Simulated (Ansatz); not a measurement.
The cluster Zr3O4⁺, relaxed as a doublet with UKS PBE0-D4/def2-SVP in Ansatz, starting from the GFN2-xTB geometry. Force threshold 0.02 eV/Å.

In the def2 sets Zr takes a core potential; there is no spin–orbit coupling. The charge 1 doublet is spin-contaminated (final ⟨S²⟩ up to 1.21, 0.75 for a pure state). The relaxation made no stability test and no search for a lower SCF solution. No other spin state of charge 1 was run. Another isomer (doublet) lies 0.71 eV lower at PBE0-D4/def2-TZVP; other spin states weren't run for this one.

Start:

Cartesian coordinates in Å:
```
Zr -1.740 -0.333 -0.269
Zr 1.381 0.063 -1.761
Zr 0.561 0.716 1.475
O -0.980 -1.266 -1.616
O -0.728 -0.815 1.336
O 2.222 0.256 0.946
O -0.716 1.379 -0.111
```

```json
{"step": "1", "energy (eV)": "-12012.1269", "largest force component (eV/Å)": "1.630", "SCF passes": "177"}
{"step": "2", "energy (eV)": "-12013.1660", "largest force component (eV/Å)": "1.734", "SCF passes": "87"}
{"step": "3", "energy (eV)": "-12013.9690", "largest force component (eV/Å)": "2.301", "SCF passes": "83"}
{"step": "4", "energy (eV)": "-12014.9877", "largest force component (eV/Å)": "1.626", "SCF passes": "58"}
{"step": "5", "energy (eV)": "-12015.1276", "largest force component (eV/Å)": "2.362", "SCF passes": "51"}
{"step": "6", "energy (eV)": "-12015.7182", "largest force component (eV/Å)": "0.684", "SCF passes": "44"}
{"step": "7", "energy (eV)": "-12015.9221", "largest force component (eV/Å)": "0.757", "SCF passes": "53"}
{"step": "8", "energy (eV)": "-12015.9705", "largest force component (eV/Å)": "0.652", "SCF passes": "48"}
{"step": "9 (rejected)", "energy (eV)": "-12015.9241", "largest force component (eV/Å)": "0.806", "SCF passes": "49"}
{"step": "10", "energy (eV)": "-12016.0149", "largest force component (eV/Å)": "0.087", "SCF passes": "46"}
{"step": "11", "energy (eV)": "-12016.0154", "largest force component (eV/Å)": "0.029", "SCF passes": "44"}
{"step": "12", "energy (eV)": "-12016.0156", "largest force component (eV/Å)": "0.008", "SCF passes": "43"}
```

Force components are those of the run's own axes.

End:

```xyz
7

Zr   -1.597   -0.548   -0.216
Zr    0.993    0.112   -1.288
Zr    0.543    0.517    1.530
O    -0.547   -0.980   -1.823
O    -1.072   -0.590    1.677
O     2.088    0.327    0.327
O    -0.409    1.162   -0.206
```

By distances, no bond broke or formed. The bond that changes most is Zr2–O7, from 2.98 to 2.06 Å (atoms count from 1).

No frequencies were taken in this run, so the end may be a saddle point.

Hardware: 4 threads of Arm Neoverse V1 on a shared host. Wall time 100 s, peak host memory 0.6 GiB.
